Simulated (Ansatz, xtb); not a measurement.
# Relative energy of two structures of C2BN

We compare X, a triplet given by its coordinates, with Y, a singlet given by its coordinates. Both are isolated molecules in the gas phase, relaxed with B3LYP-D4/def2-TZVP.

X (Å):

```yaml
atoms:
  - { symbol: C, position_ang: [0.0000, 0.0000, -0.7139] }
  - { symbol: C, position_ang: [0.0000, 0.0000, 0.6216] }
  - { symbol: B, position_ang: [0.0000, 0.0000, 1.9793] }
  - { symbol: N, position_ang: [0.0000, 0.0000, -1.8870] }
```

Close contacts (Å): C1–C2 1.34, C1–N4 1.17, C2–B3 1.36.

Y (Å):

```yaml
atoms:
  - { symbol: C, position_ang: [-0.1508, -0.6210, 0.0688] }
  - { symbol: C, position_ang: [-0.1246, 0.6905, -0.2156] }
  - { symbol: B, position_ang: [-0.6045, 1.6188, -1.1545] }
  - { symbol: N, position_ang: [-0.1106, -1.7454, 0.4054] }
```

Close contacts (Å): C1–C2 1.34, C1–N4 1.17, C2–B3 1.40.

Estimate E(Y) − E(X) at the level CCSD(T)/def2-TZVPP.

Calculated at CCSD(T)/def2-TZVPP: E(Y) − E(X) = +0.316 eV, so structure X lies lower.

The same difference at several levels:

| level | geometry | E(Y) − E(X) (eV) | departure from the last row (eV) | job, with rough time for the two |
| --- | --- | --- | --- | --- |
| B3LYP-D4/def2-TZVP | B3LYP-D4/def2-TZVP | +1.176 | +0.860 | optimisation, 3.1 min |
| HF/def2-TZVPP | B3LYP-D4/def2-TZVP | +2.639 | +2.323 | part of the CCSD(T) run |
| MP2/def2-TZVPP | B3LYP-D4/def2-TZVP | +1.321 | +1.005 | part of the CCSD(T) run |
| CCSD(T)/def2-TZVPP | B3LYP-D4/def2-TZVP | +0.316 |  | single point, 52 s |

The levels shown agree on the order. The largest departure from CCSD(T)/def2-TZVPP is that of HF/def2-TZVPP, 2.323 eV. Levels run at GFN2-xTB geometries aren't shown.

With harmonic frequencies from B3LYP-D4/def2-TZVP (ideal gas, rigid rotor, one conformer each, 298.15 K, 1 atm): on the last row, ΔE + ΔZPE = +0.278, ΔH = +0.278, ΔG = +0.261 eV.

The T1 diagnostic of structure Y is large, so the coupled-cluster value is less sure. Open shells are spin-unrestricted. The closed-shell singlet above a triplet ground state is poorly described by one determinant. The correlated steps freeze 4 core orbitals. ΔG holds the spin degeneracy. Run with Ansatz 0.2.0; the last row on 2 threads of Arm Neoverse V1 on a shared host.
